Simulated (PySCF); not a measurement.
Compound: C₄H₉NSi₂.
Bonds: N1–C2 (triple), C2–C3, C3–Si4, Si4–C5, C5–Si6, Si6–C7, Si4–C7. Hydrogens: H8, H9 on C3; H10 on Si4; H11, H12 on C5; H13, H14 on Si6; H15, H16 on C7.

NICS = −σ at a ghost point: NICS(0) at the centroid of the ring atoms, NICS(1) 1 Å to either side along the normal of their mean plane, zz for the tensor component along that normal. Level: GIAO PBE0/pcSseg-1 (PySCF, non-relativistic, gas phase) on the PBE0-D3(BJ)/def2-SVP geometry, one conformer.

Ring bond lengths (Å), with Mayer bond orders in brackets: Si4–C5 1.894 (0.93), C5–Si6 1.905 (0.91), Si6–C7 1.909 (0.90), C7–Si4 1.897 (0.92).

Q: Give the NICS values of each ring in ppm.

A: 
```
         ring                                                type  NICS(0)  NICS(1), two faces  NICS(1)zz, two faces  rms pucker (Å)  centre to ring atoms, mean (Å)
Si4–C5–Si6–C7  4-membered ring with 2 Si; formal bonds all single     -2.7         -2.2 / -2.2             3.2 / 1.4            0.13                            1.34
```

Q: What can be read from them?

A: 
- Si4–C5–Si6–C7: mean NICS(1)zz 2.3 ppm, near zero. Si4, C5, Si6, C7 have four or more neighbours, and the NICS criterion for π rings isn't applied.

Q: Give the inner angles of the rings and the Hirshfeld charges of the ring atoms.

A: 
- Si4–C5–Si6–C7: Si4 91.3° (+0.377 e), C5 87.0° (-0.252 e), Si6 90.6° (+0.336 e), C7 86.8° (-0.254 e); sum 355.7° against 360° for a flat convex ring.

Q: What are the shieldings of the ring atoms and their hydrogens in the same run (means over atoms taken as equivalent)?

A: 
| atoms | environment | σ isotropic (ppm) |
| --- | --- | --- |
| Si4 | SiH silicon | 354.9 |
| C5 (×2) | sp3 carbon bound to silicon | 188.4 |
| Si6 | SiH2 silicon | 383.0 |
| H10 | Si–H hydrogen | 26.01 |
| H11 (×2) | methylene hydrogen | 30.86 |
| H12 (×2) | methylene hydrogen | 30.63 |
| H13 | Si–H hydrogen | 26.27 |
| H14 | Si–H hydrogen | 26.45 |

Q: How do the values depend on the level or the medium?

A: 
```
                            level  NICS(0), Si4–C5–Si6–C7  mean NICS(1)zz, Si4–C5–Si6–C7
               PBE0/pcSseg-1, gas                    -2.7                            2.3
           mPW1PW91/pcSseg-1, gas                    -2.8                            2.2
   PBE0/pcSseg-1, IEF-PCM acetone                    -2.6                            2.5
PBE0/pcSseg-1, IEF-PCM chloroform                    -2.6                            2.4
```

The geometry is the same throughout; the continuum's cavity takes Bondi-type radii × 1.2.

Shape of the structure used: `[N:1]#[C:2][CH2:3][SiH:4]1[CH2:5][SiH2:6][CH2:7]1`: C2–C3–Si4–C5 64°.
